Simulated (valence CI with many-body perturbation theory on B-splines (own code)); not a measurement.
# Which ion has this spectrum?

A relativistic CI+MBPT calculation for an atom or ion with 7 electrons gives these levels (eV):

| J | Parity | E | g |
| --- | --- | --- | --- |
| 3/2 | odd | 0.0 | 1.34 |
| 3/2 | odd | 524.9 | 1.44 |
| 5/2 | odd | 546.3 | 1.18 |
| 1/2 | odd | 583.4 | 0.63 |
| 5/2 | even | 777.7 | 1.47 |
| 1/2 | even | 857.2 | 2.06 |
| 3/2 | even | 858.7 | 1.19 |
| 3/2 | odd | 1109.6 | 1.29 |
| 3/2 | even | 1324.4 | 1.57 |
| 5/2 | even | 1360.1 | 1.28 |
| 1/2 | even | 1404.6 | 1.39 |
| 3/2 | even | 1415.0 | 1.04 |
| 3/2 | odd | 1694.3 | 1.31 |
| 1/2 | even | 1946.5 | 1.82 |

The energies are calculated, and their last digits are not significant.

Q: Which is it?
A. Nd53+
B. Pr52+
C. Eu56+
D. Sm55+

A: A. Nd53+, ground level (2s^2 2p1/2^2 2p3/2) J=3/2.
